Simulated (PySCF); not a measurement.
**p-phenylenediamine radical cation: computed EPR parameters against published values**

The experiment to reproduce: a(14N N1/N6) 5.29 G [1]; a(1H H9/H10/H13/H14) -5.88 G [1]; a(1H H11/H12/H15/H16) -2.13 G [1]. Sources and the comparison follow the method.

Compound: p-phenylenediamine radical cation, C₆H₈N₂ (charge +1 and doublet state).
Z-matrix (Å and degrees, PBE0-D3(BJ)/def2-SVP geometry), rows numbered from 1:
```
N 
C   1  1.3357
C   2  1.4275  1  120.66
C   3  1.3662  2  120.66  1  -179.99
C   4  1.4275  3  120.65  2     0.01
N   5  1.3357  4  120.67  3   179.97
C   5  1.4275  4  118.69  3    -0.03
C   7  1.3662  5  120.67  4     0.03
H   1  1.0135  2  121.45  3   179.97
H   1  1.0134  2  121.34  3     0.06
H   3  1.0924  2  119.42  1     0.01
H   4  1.0924  3  119.93  2   180.00
H   6  1.0135  5  121.43  4     0.03
H   6  1.0135  5  121.36  4   179.99
H   7  1.0924  5  119.42  4  -179.96
H   8  1.0924  2  119.43  1    -0.03
```

The hyperfine couplings belong to this conformer and change with its torsions.

The species is p-phenylenediamine radical cation, `Nc1ccc(cc1)N` [SMILES of the parent framework; charge +1 and doublet state].

Computed with PySCF 2.14.0, UKS B3LYP, IGLO-III on C N, pcH-1 on H, non-relativistic, mean-field spin-orbit, GIAO. The SCF solution wasn't tested for stability. No frequencies were computed at this geometry's level, so the symmetric structure isn't shown to be a minimum.

| nucleus | computed a_iso (MHz) | published | in MHz | difference of magnitudes (MHz) | source |
| --- | --- | --- | --- | --- | --- |
| 14N N1/N6 | 10.2 | 5.29 G | 14.8 | -4.6 | [1] |
| 1H H9/H10/H13/H14 | -20.4 | -5.88 G | -16.5 | +3.9 | [1] |
| 1H H11/H12/H15/H16 | -5.8 | -2.13 G | -6.0 | -0.2 | [1] |

Values published in field units are turned into MHz with the computed g_iso.

Sources: [1] measured, solution (EPR); Hermosilla, Calle, Garcia de la Vega, RSC Adv. 2015, Modeling EPR parameters of nitrogen containing conjugated radical cations.

In relative terms the largest miss is 14N N1/N6, by 31 %. The measured numbers hold vibrational averaging and, outside the gas phase, effects of the matrix or solvent; the computed ones belong to one rigid, isolated geometry and carry the errors of functional and basis. An EPR spectrum gives magnitudes, so published signs often rest on theory.

The Mulliken spin populations are largest on N1 (+0.25), N6 (+0.25), C5 (+0.18) and C2 (+0.18). Four atoms exceed +0.15.

The unrestricted determinant has ⟨S²⟩ = 0.7577 (exact 0.7500), so spin contamination is small.

The run took 1.7 min wall on an Arm Neoverse V1 with one thread, shared host.
